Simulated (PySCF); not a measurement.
Spinor energies of Bi⁷²⁺ (bismuth, charge +72)

Start: [Ne] 3s1; 3s1/2 filled at m_j = +1/2. Calculated with PySCF 2.14 in an even-tempered Gaussian basis (17 s from 27 bohr⁻², ratio 2.4; 14 p from 35 bohr⁻², ratio 2.4; 4 d from 110 bohr⁻², ratio 2.6; 4 f from 170 bohr⁻², ratio 2.6): generalised Hartree-Fock with the X2C-1e Hamiltonian and a Gaussian nucleus; one run each with spin-orbit coupling (SO) switched off, then screened by Boettger's factors.

```csv
spinor shell,electrons,"ε, spin-free (eV)","ε, screened SO (eV)",weight of nominal j (screened SO),"rms radius, screened SO (bohr)"
1s1/2,2,-97891.4,-97860.6,1.000,0.0178
2s1/2,2,-22945.0,-22937.3,1.000,0.0706
2p1/2,2,-20613.6,-22351.8,1.000,0.0595
2p3/2,4,-20613.6,-19956.1,1.000,0.0675
3s1/2,1,-9437.1,-9435.7,1.000,0.169
```

```
   quantity     spin-free   screened SO
E (hartree)  -14634.48525  -14666.80660
        M_J           1/2           1/2
       ⟨J²⟩         0.750         0.750
       ⟨L²⟩         0.000         0.058
       ⟨S²⟩         0.750         0.808
```

Each row is a mean over spinors that exchange with the open shell spreads, by up to 20.408 eV (2s1/2).

Breit and QED terms are absent; they matter most for the inner s and p1/2 levels.

Densities and radii are taken from the X2C orbitals without a picture-change correction, which distorts them close to the nucleus.

Without spin-orbit coupling the j labels of p, d and f shells carry no meaning; the spin-free column gives the mean over the occupied spinors of each nl shell.
